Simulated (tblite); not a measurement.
Compound: C4H6SSe (charge +1 and doublet state).
Numbering: `[CH:1]1=[CH:2][Se+:3][CH2:4][CH2:5][S:6]1` (hydrogens: H7 on C1; H8 on C2; H9, H10 on C4; H11, H12 on C5)
Bond orders are those of one Lewis drawing.

Computed with GFN2-xTB (tblite), gas phase: L-BFGS steps from a force-field or distance-geometry start until the largest atomic force falls under 0.01 eV/Å.

Step 24: E = -477.6049 eV
```
atom  x, y, z in Å  |  force x, y, z in eV/Å
C1      1.7128    0.4036   -0.3694   -0.082   0.285   0.049
C2      1.5557   -0.9353   -0.2047    0.127   0.126  -0.067
Se3     0.0136   -1.9251   -0.0853   -0.272   0.219   0.145
C4     -1.4037   -0.5103   -0.0278   -0.141   0.261  -0.103
C5     -0.9647    0.8751    0.4384   -0.013  -0.192  -0.014
S6      0.5230    1.6231   -0.3556   -0.194  -0.032   0.042
H7      2.6903    0.8522   -0.5488   -0.157  -0.328  -0.012
H8      2.4509   -1.5423   -0.2207    0.010  -0.104   0.027
H9     -1.8694   -0.4590   -1.0261    0.283  -0.093   0.212
H10    -2.1744   -0.8865    0.6689    0.326   0.080  -0.224
H11    -1.7495    1.6008    0.1840    0.100  -0.197   0.196
H12    -0.7833    0.9030    1.5210    0.011  -0.026  -0.253
```

Step 25: E = -477.6257 eV
```
atom  x, y, z in Å  |  force x, y, z in eV/Å
C1      1.6961    0.4055   -0.3720   -0.131   0.116   0.073
C2      1.5431   -0.9308   -0.1889    0.076   0.030  -0.156
Se3     0.0159   -1.9282   -0.0176   -0.270   0.221   0.055
C4     -1.3871   -0.5113   -0.0392    0.088   0.462  -0.005
C5     -0.9650    0.8772    0.4439    0.023  -0.228  -0.007
S6      0.5224    1.6290   -0.3462   -0.372   0.094   0.079
H7      2.6636    0.8466   -0.5705    0.115  -0.236  -0.077
H8      2.4216   -1.5524   -0.2508    0.205  -0.077   0.097
H9     -1.8127   -0.4463   -1.0482    0.191  -0.159   0.088
H10    -2.1587   -0.8939    0.6337   -0.032   0.055  -0.060
H11    -1.7556    1.6007    0.2041    0.095  -0.213   0.131
H12    -0.7823    0.9032    1.5255    0.013  -0.066  -0.216
```

Step 26: E = -477.6425 eV
```
atom  x, y, z in Å  |  force x, y, z in eV/Å
C1      1.6898    0.4067   -0.3793   -0.154  -0.016   0.069
C2      1.5487   -0.9304   -0.1885   -0.124  -0.081  -0.140
Se3     0.0160   -1.9297    0.0522   -0.075   0.379  -0.026
C4     -1.3799   -0.5047   -0.0422   -0.042   0.240   0.002
C5     -0.9688    0.8736    0.4566    0.019  -0.104  -0.003
S6      0.5185    1.6327   -0.3189   -0.259   0.092   0.054
H7      2.6537    0.8372   -0.6090    0.124  -0.161  -0.083
H8      2.4222   -1.5581   -0.2790    0.163  -0.014   0.118
H9     -1.7593   -0.4389   -1.0741    0.217  -0.181   0.235
H10    -2.1807   -0.8893    0.6031    0.047   0.127  -0.177
H11    -1.7581    1.5957    0.2145    0.049  -0.168   0.096
H12    -0.8009    0.9045    1.5385    0.037  -0.113  -0.144
```

Step 27: E = -477.6615 eV
```
atom  x, y, z in Å  |  force x, y, z in eV/Å
C1      1.6806    0.4102   -0.3838   -0.135  -0.170   0.052
C2      1.5521   -0.9287   -0.1919   -0.330  -0.082  -0.074
Se3     0.0114   -1.9143    0.1004    0.124   0.267  -0.070
C4     -1.3725   -0.4916   -0.0456   -0.056  -0.144   0.051
C5     -0.9708    0.8681    0.4638    0.030   0.134   0.036
S6      0.5046    1.6337   -0.3068   -0.011   0.140  -0.017
H7      2.6477    0.8178   -0.6327    0.114  -0.002  -0.099
H8      2.4205   -1.5617   -0.2942    0.151   0.022   0.120
H9     -1.7117   -0.4366   -1.0862    0.120  -0.132   0.097
H10    -2.1867   -0.8822    0.5766   -0.035   0.136  -0.170
H11    -1.7616    1.5848    0.2327   -0.072  -0.021   0.019
H12    -0.8123    0.8997    1.5416    0.099  -0.147   0.054
```

**Question.** Estimate the geometry and energy of step 28. (The exact step hangs on the optimiser's Hessian estimate; all steps are aligned on step 27, rigid shifts and turns removed.)

**Answer.** E = -477.6703 eV, largest force 0.262 eV/Å
```
atom  x, y, z in Å  |  force x, y, z in eV/Å
C1      1.6743    0.4077   -0.3918   -0.076  -0.122   0.025
C2      1.5485   -0.9312   -0.1942   -0.179  -0.106  -0.072
Se3     0.0137   -1.9078    0.1456    0.111   0.221  -0.085
C4     -1.3660   -0.4865   -0.0447   -0.077  -0.231  -0.009
C5     -0.9737    0.8688    0.4747    0.019   0.122   0.014
S6      0.4986    1.6350   -0.2953    0.113   0.118  -0.023
H7      2.6438    0.8097   -0.6580   -0.033  -0.015  -0.071
H8      2.4221   -1.5638   -0.3093    0.004   0.101   0.142
H9     -1.6659   -0.4329   -1.0992    0.106  -0.127   0.153
H10    -2.2020   -0.8751    0.5498   -0.017   0.135  -0.180
H11    -1.7674    1.5799    0.2440   -0.103   0.041  -0.003
H12    -0.8247    0.8955    1.5523    0.131  -0.138   0.109
```

The energy changes by -0.0088 eV. The first-order estimate −F·Δx gives -0.0117 eV and the mean of the old and new forces, exact on a quadratic surface, -0.0088 eV. The step makes an angle of 79° with the force vector and moves no atom by more than 0.048 Å.

The cost below is that of the whole relaxation. The run took 0.29 s on one thread, Arm Neoverse V2 (aarch64), shared host.
